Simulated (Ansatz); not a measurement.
C3H4Ga, SMILES `C#[C][Ga][CH3]` radical from Hartree–Fock to CCSD(T)

Cartesian coordinates in Å:
```
C -1.123 1.259 -2.154
C -0.325 0.785 -1.375
Ga 1.105 0.095 -0.266
C 0.631 -0.828 1.426
H -1.837 1.673 -2.831
H 0.052 -0.133 2.041
H -0.006 -1.682 1.179
H 1.503 -1.169 1.980
```

The species carries charge 0 and has multiplicity 2. Correlated methods include outer-core shells of Ga, which these sets cover unevenly. Scalar relativity is left out up to krypton. All single points use the PBE0-D4/def2-TZVP geometry. Frozen core, unrestricted reference, Ansatz.

```csv
basis,HF (Eh),MP2 corr.,CCSD corr.,(T),CCSD(T) total
def2-SVP,-2038.76149,-0.58414,-0.60472,-0.02405,-2039.39026
def2-TZVPP,-2039.14344,-0.67882,-0.69691,-0.03395,-2039.87430
def2-QZVPP,-2039.18843,-0.95425,–,–,–
```
